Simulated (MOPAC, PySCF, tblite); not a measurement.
Potential energy surface of CH6Ge, singlet: internal rotation, threefold axis kept, other coordinates relaxed. Scanned: torsion (0 = eclipsed). Other coordinates (C-Ge length, H-C-Ge angle, H-Ge-C angle, C-H length, Ge-H length) were minimised at PBE0/def2-TZVP.

Computed with: GFN2-xTB, 300 K electronic temperature (tblite); RKS-M06-2X/6-31G* = restricted M06-2X/6-31G*, spherical d (PySCF 2.14.0); PM7, restricted, heats of formation (MOPAC); CCSD(T) on RHF/cc-pVDZ, 10 core orbitals frozen (PySCF).

Energies relative to the lowest point of each profile, in kJ/mol; the last columns give the difference from CCSD(T):

```tsv
at / °	GFN2-xTB	RKS-M06-2X/6-31G*	PM7	CCSD(T)	GFN2-xTB − CCSD(T)	RKS-M06-2X/6-31G* − CCSD(T)	PM7 − CCSD(T)
0	4.54	4.35	1.79	5.14	-0.60	-0.79	-3.36
10	4.21	4.06	1.71	4.79	-0.58	-0.73	-3.08
20	3.42	3.28	1.33	3.83	-0.41	-0.55	-2.51
30	2.31	2.19	0.88	2.56	-0.25	-0.37	-1.68
40	1.17	1.11	0.42	1.26	-0.09	-0.15	-0.83
50	0.33	0.31	0.08	0.36	-0.02	-0.05	-0.28
60	0.00	0.00	0.00	0.00	0.00	0.00	0.00
```

GFN2-xTB is furthest from CCSD(T) at 0 (-0.60 kJ/mol, below); its mean absolute difference over the points is 0.28 kJ/mol.

RKS-M06-2X/6-31G* is furthest from CCSD(T) at 0 (-0.79 kJ/mol, below); its mean absolute difference over the points is 0.38 kJ/mol.

PM7 is furthest from CCSD(T) at 0 (-3.36 kJ/mol, below); its mean absolute difference over the points is 1.68 kJ/mol.
